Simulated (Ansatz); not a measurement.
C$_{3}$H$_{5}$F$_{3}$O, SMILES `FCOCC(F)F`. The species carries charge 0 and has multiplicity 1. Geometry: relaxed with PBE0-D4/def2-TZVP. It is one conformer, not always the lowest.

```xyz
12

F     0.110    0.229   -2.556
C     0.242   -0.704   -1.546
O     0.934   -0.169   -0.488
C     0.218    0.756    0.293
C    -0.365    0.122    1.533
F    -1.232   -0.872    1.200
F     0.607   -0.432    2.291
H     0.837   -1.534   -1.929
H    -0.770   -1.018   -1.273
H    -0.587    1.232   -0.277
H     0.914    1.537    0.608
H    -0.907    0.853    2.145
```

Q: What is the dipole moment at r2SCAN/def2-TZVPP? (Estimate.)

A: Computed: 1.58 D, with components (-0.97, 1.15, 0.49) D in this frame, pointing from negative to positive charge.

Q: And with PBE, B3LYP, ωB97M-V? (An estimate is asked.)

A: Ansatz gave: PBE 1.53 D, B3LYP 1.65 D, ωB97M-V 1.65 D.

Q: Give the Mulliken charges with r2SCAN, PBE, B3LYP in def2-TZVPP. (Estimate.)

A: Computed: 
| atom | r2SCAN | PBE | B3LYP |
| --- | --- | --- | --- |
| F1 | -0.24 | -0.20 | -0.25 |
| C2 | 0.27 | 0.12 | 0.18 |
| O3 | -0.30 | -0.23 | -0.29 |
| C4 | 0.10 | 0.00 | 0.02 |
| C5 | 0.34 | 0.23 | 0.30 |
| F6 | -0.21 | -0.17 | -0.22 |
| F7 | -0.20 | -0.16 | -0.20 |
| H8 | 0.06 | 0.10 | 0.11 |
| H9 | 0.05 | 0.08 | 0.09 |
| H10 | 0.05 | 0.08 | 0.09 |
| H11 | 0.06 | 0.10 | 0.10 |
| H12 | 0.02 | 0.05 | 0.07 |

B3LYP here is the variant with VWN-RPA as its local correlation; programs differ in this.
